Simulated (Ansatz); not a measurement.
In₁₂N₁₂H₃₂, a nanocrystal cut from zinc blende InN (hydrogen-capped), relaxed as a singlet with RKS PBE-D4/def2-SVP in Ansatz, starting from the GFN2-xTB geometry. Force threshold 0.03 eV/Å.

In the def2 sets In takes a core potential; there is no spin–orbit coupling. Single mean-field runs in def2-SVP are fitted with def2-universal-jkfit.

Start:

Cartesian coordinates in Å:
```
N -0.846 2.806 -2.814
N 0.614 -2.718 -3.080
N 2.808 -2.325 -0.067
N 1.094 3.414 -0.115
N 2.887 0.752 1.259
N 0.963 0.294 -1.513
N -2.405 0.117 -1.191
N -0.610 -2.296 0.139
N -0.505 0.866 1.514
N -2.275 3.364 0.133
N 1.385 -1.768 2.875
N -2.350 -1.558 3.048
In 0.766 -0.572 -3.451
In 1.148 2.339 -1.922
In -2.571 2.185 -1.660
In 2.848 -0.167 -0.673
In -0.895 -3.458 -1.634
In 1.068 -3.040 1.095
In 2.985 2.906 0.899
In -0.406 2.945 1.282
In 1.255 0.454 2.610
In -0.498 -0.285 -0.188
In -2.310 -2.904 1.287
In -2.238 0.599 2.729
H -0.910 3.798 -3.048
H -0.874 2.300 -3.702
H 0.357 -3.143 -3.971
H 1.530 -3.112 -2.855
H 3.644 -2.498 0.493
H 2.916 -2.903 -0.902
H 1.110 4.418 -0.298
H 3.756 0.490 1.730
H -2.449 -0.468 -2.031
H -3.159 -0.194 -0.571
H -2.349 4.361 -0.079
H -3.044 3.150 0.771
H 2.318 -1.974 3.236
H 0.739 -2.052 3.613
H -1.650 -1.858 3.730
H -3.248 -1.735 3.498
H 2.235 -0.338 -4.272
H -0.784 -0.065 -4.040
H 2.380 2.738 -2.999
H -4.009 2.602 -2.434
H 4.168 0.110 -1.691
H -0.309 -5.028 -1.302
H -2.403 -3.050 -2.314
H 1.240 -4.664 1.487
H 4.197 3.122 -0.290
H 2.871 3.638 2.441
H -0.392 3.820 2.722
H 1.347 1.210 4.119
H -3.721 -2.531 0.408
H -1.916 -4.401 2.010
H -3.589 1.022 1.728
H -1.913 1.285 4.250
```

```tsv
step	energy (eV)	largest force component (eV/Å)	SCF passes
1	-80462.5190	1.091	25
2	-80463.7121	0.269	21
3	-80463.9033	0.258	22
4	-80463.9639	0.073	22
5	-80463.9868	0.104	21
6	-80463.9976	0.291	21
7	-80464.0040	0.081	20
8	-80464.0139	0.045	22
9	-80464.0183	0.056	22
10	-80464.0195	0.050	23
11	-80464.0227	0.014	23
```

Force components are those of the run's own axes.

End:

Cartesian coordinates in Å:
```
N -0.9528 2.5957 -2.9053
N 0.6888 -2.7870 -3.1124
N 2.8151 -2.3495 -0.0543
N 1.1454 3.4510 -0.0985
N 2.9886 0.8805 1.2850
N 1.1348 0.3168 -1.5402
N -2.4125 0.1763 -1.1984
N -0.6443 -2.3506 0.1318
N -0.4160 0.9223 1.6552
N -2.4395 3.1833 0.1638
N 1.3944 -1.7974 2.8746
N -2.3409 -1.6006 3.1433
In 0.9901 -0.6085 -3.5527
In 1.1414 2.4392 -2.0094
In -2.8037 2.2353 -1.7822
In 3.0414 -0.1626 -0.6280
In -1.0370 -3.4011 -1.7896
In 1.0666 -3.1447 1.1081
In 3.1348 3.1052 0.9335
In -0.4607 3.0661 1.2969
In 1.4103 0.4710 2.7309
In -0.4514 -0.2295 -0.1751
In -2.5022 -2.8343 1.2566
In -2.1811 0.6297 2.9684
H -1.0159 3.4766 -3.4377
H -0.9211 1.8526 -3.6290
H 0.4931 -3.2322 -4.0233
H 1.5746 -3.2240 -2.8187
H 3.6759 -2.6072 0.4544
H 2.8934 -2.8859 -0.9321
H 1.1626 4.4690 -0.2831
H 3.8862 0.6772 1.7592
H -2.4417 -0.4740 -2.0031
H -3.1372 -0.1918 -0.5579
H -2.7529 4.1656 0.1542
H -3.0833 2.7082 0.8245
H 2.2890 -2.0661 3.3146
H 0.6982 -2.0349 3.5981
H -1.6200 -1.9661 3.7824
H -3.2227 -1.7795 3.6500
H 2.5293 -0.4846 -4.3696
H -0.5642 -0.0761 -4.2127
H 2.1877 3.0795 -3.2448
H -4.2757 2.6865 -2.5799
H 4.5203 -0.0562 -1.5393
H -0.8434 -5.1201 -1.5463
H -2.3643 -2.5649 -2.5830
H 1.3418 -4.8021 1.5534
H 4.3506 3.3343 -0.2996
H 2.9902 3.8661 2.4992
H -0.6498 4.1884 2.6140
H 1.6582 1.0518 4.3527
H -3.8312 -2.0168 0.4478
H -2.4246 -4.4968 1.7872
H -3.5840 1.0947 1.9931
H -1.8288 1.2222 4.5734
```

By distances, no bond broke or formed. The bond that changes most is N8–In22, from 2.04 to 2.15 Å (atoms count from 1).

No frequencies were taken in this run, so the end may be a saddle point.

Hardware: 4 threads of AMD EPYC 7R13 on a shared host and a share (37 GiB) of an NVIDIA H100 80GB HBM3. Wall time 70 s, peak host memory 1.3 GiB.
